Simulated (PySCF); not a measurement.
NICS in isomers of C9H11F.

Definitions: NICS(0) = −σiso at the ring centroid; NICS(1) = −σiso and NICS(1)zz = −σzz at ±1 Å along the ring normal z. Level: GIAO PBE0/pcSseg-1 (PySCF, non-relativistic, gas phase) on the GFN2-xTB geometries, one conformer each. Atom numbers follow the mapped SMILES.

**Question.** Order these rings by mean NICS(1)zz, lowest (most negative) first (ppm).
A. ring C5–C6–C7–C8–C9–C10 in `[CH3:1][CH2:2][C@H:3]([F:4])[c:5]1[cH:6][cH:7][cH:8][cH:9][cH:10]1`
B. ring C4–C5–C6–C7–C9–C10 in `[CH3:1][CH2:2][CH2:3][c:4]1[cH:5][cH:6][c:7]([F:8])[cH:9][cH:10]1`
C. ring C4–C7–C8–C10 in `[CH:1]#[C:2][CH2:3][C@:4]1([CH:5]=[CH2:6])[CH2:7][C@H:8]([F:9])[CH2:10]1`
D. ring C2–C3–C4–C6–C8–C10 in `[CH3:1][c:2]1[cH:3][c:4]([CH3:5])[c:6]([CH3:7])[c:8]([F:9])[cH:10]1`
E. ring C2–C3–C5 in `[CH3:1][C:2]1=[C:3]([F:4])[C:5]/1=[CH:6]\[CH:7]1[CH2:8][CH2:9][CH2:10]1`

**Answer.** A (-28.9), B (-27.6), D (-25.7), E (-6.7), C (1.2).

```csv
SMILES,ring,NICS(0),NICS(1),NICS(1)zz,HOMA,rms pucker (Å),ring atoms with four or more neighbours
CC[C@H](F)c1ccccc1,6-membered carbocycle; formal bonds all aromatic,-8.4,-11.2,-28.9,1.00,0.00,0
CCCc1ccc(F)cc1,6-membered carbocycle; formal bonds all aromatic,-10.3,-11.4,-27.6,0.99,0.00,0
Cc1cc(C)c(C)c(F)c1,6-membered carbocycle; formal bonds all aromatic,-9.9,-11.1,-25.7,0.99,0.00,0
CC1=C(F)C/1=C\C1CCC1,"3-membered carbocycle; formal bonds 1 double, 2 single",-28.6,-6.5,-6.7,-0.33,0.00,0
C#CC[C@]1(C=C)C[C@H](F)C1,4-membered carbocycle; formal bonds all single,-3.2,-1.9,1.2,–,0.07,4
```

NICS(0) gives another order. The isotropic NICS(1) gives another order. Over the 4 rings with a HOMA value its correlation coefficient with NICS(1)zz is -0.99. HOMA uses Krygowski's 1993 parameters; it is left out where a ring has a four-coordinate atom, a triple bond, no multiple bond or a kind of bond without parameters. NICS(1) and NICS(1)zz are means over the two faces.
